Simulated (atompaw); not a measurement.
# An all-electron radial function and its pseudo partner (mercury)

Columns: radius, all-electron u(r) and pseudo u(r) of the 6p shell (level -1.05 eV) of mercury in the configuration [Kr] 4d10 4f14 5s2 5p6 5d10 6s2 6p0; PBE, scalar-relativistic, PAW (atompaw) scheme, atompaw 4.2.0.5.

| r (bohr) | all-electron | pseudo |
| --- | --- | --- |
| 0.081 | -0.0208 | -0.0009 |
| 0.162 | -0.0602 | -0.0036 |
| 0.242 | 0.0530 | -0.0078 |
| 0.323 | 0.1122 | -0.0131 |
| 0.404 | 0.0829 | -0.0190 |
| 0.485 | 0.0084 | -0.0247 |
| 0.565 | -0.0699 | -0.0295 |
| 0.646 | -0.1323 | -0.0328 |
| 0.727 | -0.1700 | -0.0337 |
| 0.808 | -0.1835 | -0.0317 |
| 0.888 | -0.1767 | -0.0262 |
| 0.969 | -0.1542 | -0.0168 |
| 1.050 | -0.1207 | -0.0031 |
| 1.131 | -0.0803 | 0.0147 |
| 1.212 | -0.0361 | 0.0366 |
| 1.292 | 0.0090 | 0.0617 |
| 1.373 | 0.0543 | 0.0903 |
| 1.454 | 0.0983 | 0.1211 |
| 1.535 | 0.1402 | 0.1535 |
| 1.615 | 0.1790 | 0.1861 |
| 1.696 | 0.2156 | 0.2188 |
| 1.777 | 0.2492 | 0.2504 |
| 1.858 | 0.2800 | 0.2803 |
| 1.938 | 0.3076 | 0.3077 |
| 2.019 | 0.3329 | 0.3329 |
| 2.100 | 0.3556 | 0.3556 |

Problem. How many radial nodes do the two functions have?

Solution. The all-electron 6p function has n − l − 1 = 4 (the table is too coarse to show those close to the nucleus); the pseudo-wave has 1, since 1 lower shell of the same l stays in the valence.

Problem. Is the pseudo-wave norm-conserving?

Solution. No, it belongs to a PAW set: the norm inside the radius is not constrained, and the difference is carried by the augmentation charge.
